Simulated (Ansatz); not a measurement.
Species: WH (charge 0, sextet). The spin state was set by rule; other spins were not relaxed. 
Coordinates optimised at B3LYP-D3(BJ)/def2-TZVP (Ansatz, an electronic-structure program):
```xyz
2

W      0.0000     0.0000    -0.0229
H      0.0000     0.0000     1.6978
```
Charge 0, spin multiplicity 6.

Basis-set convergence of Hartree-Fock and CCSD(T) correlation energies (hartree) with Ansatz. Correlated levels leave the core frozen unless marked. UHF or UKS for open shells. No spin-orbit coupling. The frozen core is the preceding noble-gas configuration, with the filled d and f shells of earlier blocks. In def2 rows, elements after Kr have scalar-relativistic effective core potentials.

```
basis        functions      E(HF)  E(corr, CCSD(T))
-----------  ---------  ---------  ----------------
def2-SVPD           43  -66.91345          -0.10020
def2-TZVPPD         76  -66.92355          -0.12492
def2-QZVPPD        117  -66.92498          -0.13001
```

Extrapolating the two largest sets (X = 3 and 4) as X^-3: E(corr) = (64·(-0.13001) - 27·(-0.12492))/37 = -0.1337 Eh, an estimate of the basis-set limit. The largest set recovers 97.2 % of it, the smallest 74.9 %.
